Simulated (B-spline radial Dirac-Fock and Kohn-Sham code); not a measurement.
## Er⁺: eigenvalues, ΔSCF and the reference

System: the Er⁺ ion, configuration 1s2 2s2 2p6 3s2 3p6 3d10 4s2 4p6 4d10 4f12 5s2 5p6 6s1.

The density-functional columns are spherical, spin-unpolarised Dirac-Kohn-Sham results without Breit or QED terms: −ε is minus the orbital energy of the initial state and ΔSCF the difference of two total energies. The reference in the last column comes from ΔSCF Dirac-Fock with Breit, self-energy and vacuum polarisation, finite nucleus, configuration average. All numbers are from a radial finite-basis atomic code, in eV; a selection of levels is shown. The Kohn-Sham columns are given as differences from the reference. For the 1s level of heavy atoms much of the gap between ΔSCF and the reference is the Breit and QED part, -263.5 eV here; for other levels the error of the functional can be larger.

| level | PBE −ε − DF | PBE ΔSCF − DF | LDA −ε − DF | LDA ΔSCF − DF | Dirac-Fock |
| --- | --- | --- | --- | --- | --- |
| K | -189.0 | +305.2 | -240.4 | +252.3 | 57489.6 |
| L1 | -138.2 | -51.2 | -145.4 | -58.1 | 9764.8 |
| L2 | -100.7 | +11.5 | -103.9 | +8.4 | 9271.2 |
| L3 | -111.1 | -12.4 | -113.3 | -14.4 | 8364.7 |
| M1 | -68.3 | -45.0 | -70.4 | -47.0 | 2230.2 |
| M2 | -53.7 | -28.6 | -54.5 | -29.3 | 2015.2 |
| M3 | -53.0 | -30.1 | -53.6 | -30.5 | 1822.0 |
| M4 | -33.1 | -5.1 | -33.0 | -4.9 | 1459.1 |
| M5 | -34.0 | -6.8 | -33.9 | -6.6 | 1417.8 |
| N1 | -32.8 | -22.9 | -33.7 | -23.8 | 464.4 |
| N2 | -26.2 | -16.4 | -26.6 | -16.8 | 377.8 |
| N3 | -26.4 | -16.9 | -27.0 | -17.4 | 334.6 |
| N4 | -15.3 | -6.0 | -15.3 | -6.0 | 191.6 |
| N5 | -15.4 | -6.1 | -15.4 | -6.2 | 183.8 |
| N6,7 | -3.0 | +5.0 | -2.7 | +5.4 | 12.71 |
| O2 | -4.5 | +1.9 | -4.2 | +2.2 | 41.29 |
| O3 | -4.5 | +1.6 | -4.3 | +1.9 | 35.96 |
| P1 | -2.0 | +0.9 | -1.7 | +1.1 | 11.02 |

For the outermost level NIST gives 11.916 ± 0.02 eV (semi-empirical); the differences from it are PBE −ε -2.86, PBE ΔSCF +0.04, LDA −ε -2.59, LDA ΔSCF +0.25, Dirac-Fock -0.90 eV.

Values without a named source are computed, but for edge energies of neutral atoms, which are taken from tables.
